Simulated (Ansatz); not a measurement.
Calculated with Ansatz (gas phase, PBE0-D4/def2-TZVP geometries, no zero-point term in ΔE). CCSD(T)/CBS is the MP2 limit (def2-TZVPP, def2-QZVPP) plus CCSD(T) − MP2 in def2-TZVPP, frozen cores. DFT in def2-TZVPP. def2 core potentials past Kr. For Sn outer-core shells are correlated without core-valence functions, which leaves a few kJ/mol of doubt a bond. One conformer a species, not always the lowest.

Consider the redistribution: `C[O][Sn]([F])([F])[O]C` + `O[SiH2]S[SiH3]` → `C[O][Sn]([OH])([F])[F]` + `CO[SiH2]S[SiH3]`.

```
          level  ΔE (eV)
           PBE0    -0.07
 MP2/def2-TZVPP    -0.08
CCSD/def2-TZVPP    -0.07
 MP2/def2-QZVPP    -0.08
```

Q: What does CCSD(T)/CBS give? (Estimate.)

A: Ansatz gave: -0.06 eV. The listed levels differ from it by -0.01, -0.02, -0.01, -0.02 eV.

Largest T1 diagnostic among the species: 0.015.
